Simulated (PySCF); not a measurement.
Electron correlation in Ag (silver, neutral)

[Kr] 4d10 5s1, 2S determinant. Calculation: PySCF 2.14, in cc-pVDZ-PP with ECP28MDF (4s4p3d1f, 38 functions); a scalar-relativistic core potential. Frozen: 4s2 4p6; 11 electrons correlated.

MP2 pair energies summed by pair of shells (mhartree):

```
 pair   energy  share (%)
4d-4d  -264.60       91.2
4d-5s   -25.38        8.8
```

Total MP2 correlation energy: -289.98 mhartree.

Same-spin part -107.95 and opposite-spin part -182.03 mhartree; SCS-MP2 scales them by 1/3 and 6/5 to -254.42 mhartree.

```json
{"level": "CCSD", "correlation energy (mhartree)": "-276.69"}
{"level": "(T)", "correlation energy (mhartree)": "-5.01"}
{"level": "CCSD(T)", "correlation energy (mhartree)": "-281.70"}
```

Diagnostics: T1 = 0.0093, D1 = 0.0393, largest double amplitude 0.020.

Cost of the coupled-cluster step: 1.2 s of wall time on 1 thread of Neoverse-V1 (shared host), for 11 correlated electrons.

Iterations:

```
CC2 = 0
CCSD nocc = (np.int64(6), np.int64(5)), nmo = (34, 34)
frozen orbitals [[0, 1, 2, 3], [0, 1, 2, 3]]
max_cycle = 100
direct = 0
conv_tol = 1e-08
conv_tol_normt = 1e-06
diis_space = 8
diis_start_cycle = 0
Init t2, MP2 energy = -0.289982845040003
Init E_corr(UCCSD) = -0.289982845043002
cycle = 1  E_corr(UCCSD) = -0.272357167217387  dE = 0.0176256778  norm(t1,t2) = 0.0468732
cycle = 2  E_corr(UCCSD) = -0.276281688784248  dE = -0.00392452157  norm(t1,t2) = 0.0134132
cycle = 3  E_corr(UCCSD) = -0.276345979242423  dE = -6.42904582e-05  norm(t1,t2) = 0.00581012
cycle = 4  E_corr(UCCSD) = -0.276682892970729  dE = -0.000336913728  norm(t1,t2) = 0.00221582
cycle = 5  E_corr(UCCSD) = -0.276696910674208  dE = -1.40177035e-05  norm(t1,t2) = 0.000283455
cycle = 6  E_corr(UCCSD) = -0.27668500090932  dE = 1.19097649e-05  norm(t1,t2) = 8.66734e-05
cycle = 7  E_corr(UCCSD) = -0.276686973207231  dE = -1.97229791e-06  norm(t1,t2) = 2.0253e-05
cycle = 8  E_corr(UCCSD) = -0.276687052556789  dE = -7.93495585e-08  norm(t1,t2) = 2.7247e-06
cycle = 9  E_corr(UCCSD) = -0.276687011973281  dE = 4.05835084e-08  norm(t1,t2) = 8.45083e-07
cycle = 10  E_corr(UCCSD) = -0.276687007345158  dE = 4.62812333e-09  norm(t1,t2) = 1.52026e-07
UCCSD converged
E(UCCSD) = -146.3307735037433  E_corr = -0.2766870073451577
UCCSD(T) correction = -0.00500943637938434
```
